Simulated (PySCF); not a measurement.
**From a computed spectrum to the compound**

A species of 7 atoms with charge 0 has these harmonic modes (PBE0, small Gaussian bases with core potentials, PySCF 2.14.0):

| cm⁻¹ | km/mol | symmetry |
| --- | --- | --- |
| 29 | 3.1 |  |
| 58 | 26.0 |  |
| 91 | 42.5 |  |
| 100 | 1.7 |  |
| 101 | 2.5 |  |
| 192 | 30.3 |  |
| 324 | 60.4 |  |
| 331 | 80.0 |  |
| 335 | 51.7 |  |
| 373 | 89.5 |  |
| 393 | 199.0 |  |
| 494 | 79.2 |  |
| 1596 | 114.5 |  |
| 3818 | 134.3 |  |
| 3917 | 186.9 |  |

Question: Which species is it, and in which structure?

Answer: YCl3(H2O) (singlet):
```xyz
7

Y    -0.0022   -0.0329    0.0522
Cl    1.0846    1.8990    1.1255
Cl   -1.4678   -1.4279    1.4439
Cl    1.0385   -1.0593   -1.9380
O    -1.2620    1.2607   -1.4364
H    -1.4533    2.2035   -1.3430
H    -1.0652    1.0934   -2.3697
```
Ideal gas at 298.15 K and 1 bar: S = 425.4 J/(mol K), Cp = 120.5 J/(mol K), H − H(0 K) = 27.1 kJ/mol (rigid rotor, harmonic modes, spin degeneracy alone; the modes under 60 cm⁻¹ make these uncertain). 
 Other answers can fit too; this one was computed.
